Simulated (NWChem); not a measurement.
The numbers come from NWChem runs, not from measurements. System: BiCl₃, charge 0, spin multiplicity 1, at a geometry optimised with PBE0/def2-SVP with def2 effective core potentials on Bi. The structure started from a generated list of species. Level: RHF/def2-SVP with def2 effective core potentials on Bi.

Job file:

```
start mol
memory heap 200 mb stack 900 mb global 1100 mb
geometry units angstroms nocenter noautoz
  Bi     0.002103     0.446832     0.000000
  Cl    -1.083613    -0.722116     1.870969
  Cl    -1.083613    -0.722116    -1.870969
  Cl     2.156961    -0.737359     0.000000
  symmetry group Cs
end
basis spherical
  * library def2-svp
end
ecp
  Bi library def2-ecp
end
scf
  rhf
  nopen 0
  maxiter 100
  thresh 1e-7
  semidirect memsize 60000000 filesize 0
end
task scf energy
```

Output (cleaned and shortened):

```
             Northwest Computational Chemistry Package (NWChem) 7.3.0
             --------------------------------------------------------

                                NWChem Input Module
                                -------------------

 Scaling coordinates for geometry "geometry" by  1.889725989
 (inverse scale =  0.529177249)

 Turning off AUTOSYM since
 SYMMETRY directive was detected!

                             Geometry "geometry" -> ""
                             -------------------------

 Output coordinates in angstroms (scale by  1.889725989 to convert to a.u.)

  No.       Tag          Charge          X              Y              Z
 ---- ---------------- ---------- -------------- -------------- --------------
    1 Bi                  83.0000     0.00210300     0.44683200     0.00000000
    2 Cl                  17.0000    -1.08361300    -0.72211600     1.87096900
    3 Cl                  17.0000    -1.08361300    -0.72211600    -1.87096900
    4 Cl                  17.0000     2.15696100    -0.73735900     0.00000000

 Effective nuclear repulsion energy (a.u.)    1033.6229883785

            Nuclear Dipole moment (a.u.)
            ----------------------------
        X                 Y               Z
 ---------------- ---------------- ----------------
     0.0000831479     0.0000170075     0.0000000000

      Symmetry information
      --------------------

 Group name             Cs
 Group number              2
 Group order               2
 No. of unique centers     3

      Symmetry unique atoms

     1    2    4


 Summary of "ao basis" -> "" (spherical)
 ------------------------------------------------------------------------------
       Tag                 Description            Shells   Functions and Types
 ---------------- ------------------------------  ------  ---------------------
 *                          def2-svp                  on all atoms

 Summary of "ao basis" -> "ao basis" (spherical)
 ------------------------------------------------------------------------------
       Tag                 Description            Shells   Functions and Types
[...]
    56     -0.316861  3 Cl py                74     -0.318010  4 Cl py
    12      0.311680  1 Bi py                 4      0.258439  1 Bi s
     1     -0.256359  1 Bi s                 35     -0.205216  2 Cl py
    53     -0.205216  3 Cl py                71     -0.205907  4 Cl py

 Vector   38  Occ=0.000000D+00  E= 3.097021D-02  Symmetry=a'
              MO Center=  8.8D-04,  1.9D-01,  7.1D-14, r^2= 4.5D+00
   Bfn.  Coefficient  Atom+Function         Bfn.  Coefficient  Atom+Function
  ----- ------------  ---------------      ----- ------------  ---------------
    15     -0.719017  1 Bi py                 3      0.662667  1 Bi s
    12     -0.428761  1 Bi py                73      0.353722  4 Cl px
     1     -0.318967  1 Bi s                 39      0.306445  2 Cl pz
    57     -0.306445  3 Cl pz                 6      0.221098  1 Bi py
    30     -0.187989  2 Cl s                 48     -0.187989  3 Cl s

 Vector   39  Occ=0.000000D+00  E= 3.634183D-02  Symmetry=a"
              MO Center=  2.9D-02,  4.9D-01, -1.3D-10, r^2= 4.3D+00
   Bfn.  Coefficient  Atom+Function         Bfn.  Coefficient  Atom+Function
  ----- ------------  ---------------      ----- ------------  ---------------
    16      0.881592  1 Bi pz                13      0.450647  1 Bi pz
    30     -0.300991  2 Cl s                 48      0.300991  3 Cl s
     7     -0.242642  1 Bi pz                38     -0.243710  2 Cl py
    56      0.243710  3 Cl py                37     -0.222160  2 Cl px
    55      0.222160  3 Cl px                75     -0.201763  4 Cl pz

 Vector   40  Occ=0.000000D+00  E= 3.634218D-02  Symmetry=a'
              MO Center= -2.5D-02,  4.9D-01,  4.0D-12, r^2= 4.3D+00
   Bfn.  Coefficient  Atom+Function         Bfn.  Coefficient  Atom+Function
  ----- ------------  ---------------      ----- ------------  ---------------
    14      0.881584  1 Bi px                11      0.450641  1 Bi px
    66     -0.347568  4 Cl s                 73      0.307328  4 Cl px
    74     -0.284066  4 Cl py                 5     -0.242639  1 Bi px
    39     -0.220995  2 Cl pz                57      0.220995  3 Cl pz
    30      0.173767  2 Cl s                 48      0.173767  3 Cl s

 center of mass
 --------------
 x =   0.00048483 y =   0.10289713 z =   0.00000000

 moments of inertia (a.u.)
 ------------------
        1218.070159402745           2.494483513891           0.000000000000
           2.494483513891        1748.512782410174           0.000000000000
           0.000000000000           0.000000000000        1218.056531014391

  Mulliken analysis of the total density
  --------------------------------------

    Atom       Charge   Shell Charges
 -----------   ------   -------------------------------------------------------
    1 Bi  23    21.79   2.92 -0.86  1.35  0.43  4.71  1.27  1.18  0.57  9.80  0.44
    2 Cl  17    17.40   2.00  1.99  1.20  0.78  5.94  2.05  3.42  0.01
    3 Cl  17    17.40   2.00  1.99  1.20  0.78  5.94  2.05  3.42  0.01
    4 Cl  17    17.40   2.00  1.99  1.20  0.78  5.94  2.05  3.42  0.01

       Multipole analysis of the density wrt the origin
       ------------------------------------------------

     L   x y z        total         open         nuclear
     -   - - -        -----         ----         -------
     0   0 0 0     -0.000000      0.000000     74.000000

     1   1 0 0      0.008758      0.000000     -0.238362
     1   0 1 0      1.859404      0.000000    -50.663386
     1   0 0 1     -0.000000      0.000000      0.000000

     2   2 0 0    -54.138071      0.000000    425.012566
     2   1 1 0      0.026358      0.000000     -1.468814
     2   1 0 1      0.000000      0.000000      0.000000
     2   0 2 0    -48.532723      0.000000    112.718416
     2   0 1 1      0.000000      0.000000      0.000000
     2   0 0 2    -54.138240      0.000000    425.020396

 Task  times  cpu:        2.1s     wall:        2.1s

 Total times  cpu:        2.2s     wall:        2.2s
```
